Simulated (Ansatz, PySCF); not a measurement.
Molecule: sum formula HSiO, charge 0, multiplicity 2. It need not be the lowest isomer of its formula. 
Geometry from a B3LYP-D3(BJ)/def2-TZVP (Ansatz, an electronic-structure program) optimisation:
```xyz
3

Si    -0.0147    -0.5041    -0.0112
O     -0.1485     1.0191     0.0164
H      1.3936    -1.0954     0.0249
```
Charge 0, spin multiplicity 2.

Dipole moments at this geometry, in debye (magnitudes).

```json
[
 {"level": "BLYP/def2-TZVPD", "program": "Ansatz", "dipole (D)": "3.10"},
 {"level": "M06-L/def2-TZVPD", "program": "PySCF", "dipole (D)": "3.11"},
 {"level": "r2SCANh/def2-TZVPD", "program": "Ansatz", "dipole (D)": "[?]"},
 {"level": "r2SCAN0/def2-TZVPD", "program": "Ansatz", "dipole (D)": "3.48"},
 {"level": "PW6B95/def2-TZVPD", "program": "PySCF", "dipole (D)": "3.37"},
 {"level": "HSE06/def2-TZVPD", "program": "Ansatz", "dipole (D)": "3.37"},
 {"level": "CAM-B3LYP/def2-TZVPD", "program": "PySCF", "dipole (D)": "3.54"},
 {"level": "LC-wPBE/def2-TZVPD", "program": "Ansatz", "dipole (D)": "3.62"},
 {"level": "wB97M-V/def2-TZVPD", "program": "Ansatz", "dipole (D)": "3.49"},
 {"level": "CCSD(T)/aug-cc-pV(D+d)Z", "program": "Ansatz", "dipole (D)": "[?]"}
]
```

Task: Fill in the missing entries.

Result: 
- r2SCANh/def2-TZVPD, dipole (D): 3.32
- CCSD(T)/aug-cc-pV(D+d)Z, dipole (D): 3.24
